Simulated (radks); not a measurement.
Problem. Numerical settings for the barium ion Ba40+, [Ne] 3s2 3p4. Calculated with a radial shooting solver on a logarithmic mesh with Libxc functionals: Dirac Kohn-Sham, LDA (Slater exchange, Perdew-Wang correlation), spin-unpolarised, spherical densities, point nucleus; open shells fill j = l - 1/2 first. The defaults (mesh step 0.008 in ln r, mesh end at 40 bohr or more with all orbitals vanishing there, Anderson mixing 0.5 over 9 steps, residual threshold near 1e-9 with the energy settled to 1e-9 hartree or 1e-11 of itself, here a cap of 50 iterations) give E = -6748.0906 hartree and 3p3/2 at -2950.9 eV in 13 iterations. Run on one thread of a shared host, so times are rough (Intel(R) Xeon(R) 6975P-C): 0.05 s of CPU time, 0.05 s wall, 13 iterations on 2476 mesh points. One setting is changed at a time: mesh step in ln r 0.08; mesh step in ln r 0.05; mesh step in ln r 0.2; mesh end (bohr) 2; mesh end (bohr) 8; residual threshold 0.001; residual threshold 1e-05; mixing 1.5; linear mixing, mixing 0.5; linear mixing, mixing 1; mixing history 20; iteration cap 2. Which runs fail to converge, and which converge to a wrong energy?

Solution. Not converged within the cap: mesh step in ln r 0.08; mesh step in ln r 0.2; iteration cap 2. No run marked as converged misses the energy by more than 1 mhartree.
